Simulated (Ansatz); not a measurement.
Consider the redistribution: `F[SiH]([SiH3])Cl` + `CO[SiH](C)N` → `C[SiH](F)Cl` + `CO[SiH](N)[SiH3]`.

Calculated with Ansatz (gas phase, PBE0-D4/def2-TZVP geometries, no zero-point term in ΔE). CBS: MP2 limit from def2 TZ/QZ plus the TZ coupled-cluster correction, frozen cores. DFT in def2-TZVPP. One conformer a species, not always the lowest.

```csv
level,ΔE (kJ/mol)
r2SCAN,-9.4
CCSD/def2-TZVPP,-8.4
SCS-MP2/def2-QZVPP,-7.9
HF/CBS(def2),-5.1
```

Task: What does CCSD(T)/CBS give? (Estimate.)

Result: Computed: -8.2 kJ/mol. The listed levels differ from it by -1.2, -0.2, 0.3, 3.1 kJ/mol.

Largest T1 diagnostic among the species: 0.012.

In def2-TZVPP, CCSD(T) changes the Hartree–Fock value by −3.8 kJ/mol (the triples alone add −0.8 kJ/mol) and MP2 by −4.2 kJ/mol.
